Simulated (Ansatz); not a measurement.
The same molecule with X = C, Si, Ge, Sn. Ansatz, PBE0-D4/def2-TZVP geometries, multiplicity 1. Each molecule was computed in one conformer, which needn't be the lowest.

Elements past krypton have def2 core potentials. Scalar relativity is left out up to krypton.

```json
{"X": "C", "molecule": "`OC[SeH]`", "mean X–H bond length / Å": "1.091", "mean X–O bond length / Å": "1.389", "mean X–Se bond length / Å": "1.972", "zero-point energy (PBE0-D4/def2-TZVP) / kJ/mol": "131.7", "LUMO energy (ωB97M-V/def2-TZVPP) / eV": "1.66", "HOMO–LUMO gap (PBE/def2-TZVPP) / eV": "4.70"}
{"X": "Si", "molecule": "`O[SiH2][SeH]`", "mean X–H bond length / Å": "1.481", "mean X–O bond length / Å": "1.641", "mean X–Se bond length / Å": "2.282", "zero-point energy (PBE0-D4/def2-TZVP) / kJ/mol": "103.7", "LUMO energy (ωB97M-V/def2-TZVPP) / eV": "1.63", "HOMO–LUMO gap (PBE/def2-TZVPP) / eV": "5.12"}
{"X": "Ge", "molecule": "`[OH][GeH2][SeH]`", "mean X–H bond length / Å": "1.534", "mean X–O bond length / Å": "1.777", "mean X–Se bond length / Å": "2.352", "zero-point energy (PBE0-D4/def2-TZVP) / kJ/mol": "99.4", "LUMO energy (ωB97M-V/def2-TZVPP) / eV": "1.66", "HOMO–LUMO gap (PBE/def2-TZVPP) / eV": "4.94"}
```

Question: Give the row for X = Sn, `[OH][SnH2][SeH]`. (Estimate.)

Answer: The calculation gave: 
| X | molecule | mean X–H bond length / Å | mean X–O bond length / Å | mean X–Se bond length / Å | zero-point energy (PBE0-D4/def2-TZVP) / kJ/mol | LUMO energy (ωB97M-V/def2-TZVPP) / eV | HOMO–LUMO gap (PBE/def2-TZVPP) / eV |
| --- | --- | --- | --- | --- | --- | --- | --- |
| Sn | `[OH][SnH2][SeH]` | 1.702 | 1.964 | 2.526 | 91.5 | 0.93 | 4.34 |

From C to Sn the mean X–H bond length rises at each step, by 0.611 Å in all; the mean X–O bond length rises at each step, by 0.575 Å in all; the mean X–Se bond length rises at each step, by 0.554 Å in all; the zero-point energy (PBE0-D4/def2-TZVP) falls at each step, by 40.2 kJ/mol in all; the LUMO energy (ωB97M-V/def2-TZVPP) isn't monotonic: highest at C, lowest at Sn; the HOMO–LUMO gap (PBE/def2-TZVPP) isn't monotonic: highest at Si, lowest at Sn. Bonds lengthen as the atom grows down the group.

Spin–orbit coupling is left out; it splits and shifts lone-pair levels of the heavy atoms by tenths of an eV.
